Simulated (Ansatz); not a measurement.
C3H2F4 can be A, `F/C=C(\F)C(F)F`, or B, `FC1(F)CC1(F)F`.

Gas-phase electronic energies from Ansatz, PBE0-D4/def2-TZVP geometries. CCSD(T)/CBS adds triple-zeta CCSD(T) − MP2 to the extrapolated MP2 energy (def2 sets, frozen cores). Functionals use def2-TZVPP. One conformer a species, not always the lowest.

Task: Which is lower in electronic energy at CCSD(T)/CBS, and by how much? (Best estimate.)

Result: The calculation gave: A, by 39.8 kJ/mol.

Task: Give E(B) − E(A) in kJ/mol with LDA (SPW92), CCSD/def2-TZVPP, ωB97M-V, CCSD(T)/def2-TZVPP, B2PLYP, BLYP-D4, r2SCAN-D4. (An estimate is asked.)

Result: Ansatz gave: LDA (SPW92) 12.7, CCSD/def2-TZVPP 36.9, ωB97M-V 29.2, CCSD(T)/def2-TZVPP 38.3, B2PLYP 43.1, BLYP-D4 54.8, r2SCAN-D4 29.4. None reverses the order clearly.

Task: Does the order hold for the free energy at 298.15 K (harmonic terms from PBE0-D4)? (An estimate is asked.)

Result: The calculation gave: Yes: G(B) − G(A) = +42.9 kJ/mol, for one conformer each.

Largest T1 diagnostic: 0.012.

In def2-TZVPP, CCSD(T) changes the Hartree–Fock value by −7.3 kJ/mol (the triples alone add +1.4 kJ/mol) and MP2 by −13.9 kJ/mol. Leaving LDA and LC-ωPBE aside and taking each functional with its dispersion term where it has one, the values, not all of them listed here, spread over 33.2 kJ/mol, from PBE-QIDH to BLYP-D4. LDA lies −18.1 kJ/mol from PBE without D4.
